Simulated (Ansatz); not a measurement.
Input and output for `[F][Ga]([F])[I]`.

```yaml
crystal:
  periodic: [false, false, false]
  atoms:
    - {symbol: F, position_ang: [-0.743787, -0.500159, 1.570179]}
    - {symbol: Ga, position_ang: [0.075745, -0.087809, 0.098315]}
    - {symbol: F, position_ang: [1.716675, -0.640667, -0.000425]}
    - {symbol: I, position_ang: [-0.993035, 1.168334, -1.688369]}
basis:
  gaussian: {orbitals: def2-SVP}
total_charge: 1
magnetization: {spin_polarized: true, initial_magnetization: 1}
hamiltonian: {xc: {name: B2GP-PLYP}}
```

```sh
$ ansatz run in.yaml --threads 4 --pin off --events-out ev --progress --plain --max-ram 10444MiB
```

Shortened log:

```
Functional definition: B2GP-PLYP
907 factors; integrals over basis functions are off by at most 5.2e-4 eV
mean field evaluation 1: about -65847.4101 eV, gradient 5.4e1 eV
mean field evaluation 2: about -65847.4427 eV, gradient 5.4e1 eV
mean field evaluation 4: about -65857.5344 eV, gradient 9.6e0 eV
mean field evaluation 8: about -65858.1141 eV, gradient 4.3e-1 eV
mean field evaluation 16: about -65858.1153 eV, gradient 1.2e-3 eV
mean field evaluation 32: about -65858.1153 eV, gradient 1.2e-5 eV
mean field -65858.11534112 eV, -2420.2410985522 hartree, gradient 1.9e-7 eV, S^2 0.754074; 2 other end points of the search recorded, 0 dependent functions left out
15 core orbitals not correlated: weight in the atoms' cores, before any rotation towards them, 1.000 or more for the frozen orbitals, at most 0.000 for the correlated occupied ones
reference -65858.11544257 eV, -2420.2411022805 hartree; 22, 21 occupied and 49, 50 virtual orbitals, 907 factors
second order -21.27377205 eV of doubles, -0.00000000 eV of singles
Total energy: -65865.77400051 eV, -2420.5225490936 hartree
```

Hardware: 4 threads of an Arm Neoverse V2 on a shared host. Wall time 5.5 s, peak host memory 0.4 GiB.
